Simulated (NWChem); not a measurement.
System: C4H9O, doublet; SMILES C[CH]COC

The following NWChem deck was run.

```
start job
memory heap 200 mb stack 900 mb global 1100 mb
geometry units angstroms noautosym nocenter noautoz
  C      0.711908    -2.019697     0.092652
  C     -0.574444    -1.351007    -0.258649
  C     -0.806638     0.094596     0.023366
  O      0.356060     0.847766    -0.285550
  C      0.222127     2.211726     0.040702
  H      0.769262    -2.263706     1.169930
  H      1.564320    -1.369216    -0.128556
  H      0.836836    -2.962557    -0.451750
  H     -1.450993    -1.958006    -0.471685
  H     -1.062843     0.252540     1.095596
  H     -1.672795     0.466022    -0.553548
  H      0.029226     2.359275     1.116574
  H      1.163980     2.701542    -0.221081
  H     -0.596317     2.690132    -0.522713
end
basis spherical
  C library def2-tzvp
  O library def2-tzvp
  H library def2-tzvp
end
dft
  odft
  mult 2
  xc xpbe96 cpbe96
  iterations 150
  semidirect filesize 400000000
end
property
  hyperfine
end
task dft property
```

Output (shortened):

```
             Northwest Computational Chemistry Package (NWChem) 7.3.0
             --------------------------------------------------------

                             Geometry "geometry" -> ""
                             -------------------------

 Output coordinates in angstroms (scale by  1.889725989 to convert to a.u.)

  No.       Tag          Charge          X              Y              Z
 ---- ---------------- ---------- -------------- -------------- --------------
    1 C                    6.0000     0.71190800    -2.01969700     0.09265200
    2 C                    6.0000    -0.57444400    -1.35100700    -0.25864900
    3 C                    6.0000    -0.80663800     0.09459600     0.02336600
    4 O                    8.0000     0.35606000     0.84776600    -0.28555000
    5 C                    6.0000     0.22212700     2.21172600     0.04070200
    6 H                    1.0000     0.76926200    -2.26370600     1.16993000
    7 H                    1.0000     1.56432000    -1.36921600    -0.12855600
    8 H                    1.0000     0.83683600    -2.96255700    -0.45175000
    9 H                    1.0000    -1.45099300    -1.95800600    -0.47168500
   10 H                    1.0000    -1.06284300     0.25254000     1.09559600
   11 H                    1.0000    -1.67279500     0.46602200    -0.55354800
   12 H                    1.0000     0.02922600     2.35927500     1.11657400
   13 H                    1.0000     1.16398000     2.70154200    -0.22108100
   14 H                    1.0000    -0.59631700     2.69013200    -0.52271300

 Effective nuclear repulsion energy (a.u.)     181.8590432295

  pbe96 is a nonlocal functional; adding pw91lda local functional.
                              NWChem Property Module
                              ----------------------

  itol2e modified to match energy
  convergence criterion.

                                 NWChem DFT Module
                                 -----------------

 Summary of "ao basis" -> "ao basis" (spherical)
 ------------------------------------------------------------------------------
       Tag                 Description            Shells   Functions and Types
 ---------------- ------------------------------  ------  ---------------------
 C                         def2-tzvp                11       31   5s3p2d1f
 O                         def2-tzvp                11       31   5s3p2d1f
 H                         def2-tzvp                 4        6   3s1p

  itol2e modified to match energy
  convergence criterion.

            General Information
            -------------------
          SCF calculation type: DFT
          Wavefunction type:  spin polarized.
          No. of atoms     :    14
          No. of electrons :    41
           Alpha electrons :    21
            Beta electrons :    20
          Charge           :     0
          Spin multiplicity:     2
          Use of symmetry is: off; symmetry adaption is: off
          Maximum number of iterations: 150
          AO basis - number of functions:   209
                     number of shells:    91
          Convergence on energy requested:  1.00D-07
          Convergence on density requested:  1.00D-05
          Convergence on gradient requested:  5.00D-04

              XC Information
              --------------
          PerdewBurkeErnzerhof Exchange Functional  1.000
            Perdew 1991 LDA Correlation Functional  1.000 local
           PerdewBurkeErnz. Correlation Functional  1.000 non-local

[...]

          ----------------------
          Hyperfine Interactions
          ----------------------

 Total Spin Density (Fermi Contact Term)
 ------------------ --------------------
     Atom            x         y         z       Density (a.u.)      Aiso(MHz)     Aiso(Gauss)
     1  13-C      1.34531  -3.81667   0.17509      -0.021266        -23.907302      -8.530706
     2  13-C     -1.08554  -2.55303  -0.48878       0.073601         82.741595      29.524209
     3  13-C     -1.52432   0.17876   0.04416      -0.028404        -31.931924     -11.394085
     4  17-O      0.67286   1.60205  -0.53961       0.026706        -16.189066      -5.776652
     5  13-C      0.41976   4.17956   0.07692      -0.001451         -1.630896      -0.581943
     6   1-H      1.45369  -4.27778   2.21085       0.030770        137.539524      49.077440
     7   1-H      2.95614  -2.58744  -0.24294       0.008399         37.543159      13.396310
     8   1-H      1.58139  -5.59842  -0.85368       0.005345         23.890039       8.524546
     9   1-H     -2.74198  -3.70009  -0.89136      -0.012101        -54.088233     -19.299994
    10   1-H     -2.00848   0.47723   2.07038       0.026099        116.658106      41.626443
    11   1-H     -3.16112   0.88065  -1.04605       0.007190         32.137769      11.467536
    12   1-H      0.05523   4.45838   2.11002      -0.000025         -0.113171      -0.040382
    13   1-H      2.19960   5.10517  -0.41778      -0.000067         -0.299172      -0.106752
    14   1-H     -1.12688   5.08361  -0.98778      -0.000017         -0.075991      -0.027116

           -------------------------------------------
           Anisotropic Interaction (Spin-Dipolar Term)
           -------------------------------------------

 ------------------------------------------------------------
     Atom            x         y         z
 ------------------------------------------------------------
     1  13-C      1.34531  -3.81667   0.17509

   Spin-Dipolar term (a.u.)
        xx             yy             zz             xy             xz             yz
 ------------------------------------------------------------------------------------------
       0.003860      -0.012114       0.008255      -0.011498       0.006109      -0.011037

   Principal Comp. of -hf- tensor (au)            Anisotropic -hfcc- (MHz)               Anisotropic -hfcc- (Gauss)
 --------------------------------------------------------------------------------------------------------------------------
      0.020223    -0.020087    -0.000135       2.713689    -2.695525    -0.018163       0.968310    -0.961829    -0.006481

   Orientation of the principal axis of Hyperfine Tensor w.r.t absolute (molecular) frame
 --------------------------------------------------------------------------------------------------------------------------
      0.568467     0.359872    -0.739822
     -0.439504     0.893022     0.096685
      0.695472     0.270192     0.665819

 ------------------------------------------------------------
     Atom            x         y         z
 ------------------------------------------------------------
     2  13-C     -1.08554  -2.55303  -0.48878

   Spin-Dipolar term (a.u.)
        xx             yy             zz             xy             xz             yz
 ------------------------------------------------------------------------------------------
      -0.465782      -0.523914       0.989696       0.052754      -0.366737      -0.212777

   Principal Comp. of -hf- tensor (au)            Anisotropic -hfcc- (MHz)               Anisotropic -hfcc- (Gauss)
 --------------------------------------------------------------------------------------------------------------------------
     -0.551075    -0.555281     1.106355     -73.948937   -74.513386   148.462322     -26.386775   -26.588184    52.974959

   Orientation of the principal axis of Hyperfine Tensor w.r.t absolute (molecular) frame
 --------------------------------------------------------------------------------------------------------------------------
      0.701026    -0.675236    -0.229386
      0.664582     0.735236    -0.133263
      0.258637    -0.059025     0.964170

 ------------------------------------------------------------
     Atom            x         y         z
 ------------------------------------------------------------
     3  13-C     -1.52432   0.17876   0.04416

   Spin-Dipolar term (a.u.)
        xx             yy             zz             xy             xz             yz
 ------------------------------------------------------------------------------------------
      -0.012914       0.016868      -0.003954       0.006020       0.007309       0.016300

   Principal Comp. of -hf- tensor (au)            Anisotropic -hfcc- (MHz)               Anisotropic -hfcc- (Gauss)
 --------------------------------------------------------------------------------------------------------------------------
     -0.017427     0.027715    -0.010288      -2.338470     3.719037    -1.380567      -0.834423     1.327043    -0.492620

   Orientation of the principal axis of Hyperfine Tensor w.r.t absolute (molecular) frame
 --------------------------------------------------------------------------------------------------------------------------
      0.780625     0.212972     0.587594
      0.151205     0.847870    -0.508186
     -0.606433     0.485550     0.629666

 ------------------------------------------------------------
     Atom            x         y         z
 ------------------------------------------------------------
     4  17-O      0.67286   1.60205  -0.53961

   Spin-Dipolar term (a.u.)
        xx             yy             zz             xy             xz             yz
 ------------------------------------------------------------------------------------------
       0.023415       0.007107      -0.030522       0.038571      -0.017653      -0.005144

[...]
```

Level: PBE/def2-TZVP, spin-unrestricted, contact and dipolar terms. Coordinates come from a B3LYP/6-31G* (spherical d), spin-unrestricted optimisation. No stability test was run on the SCF state.
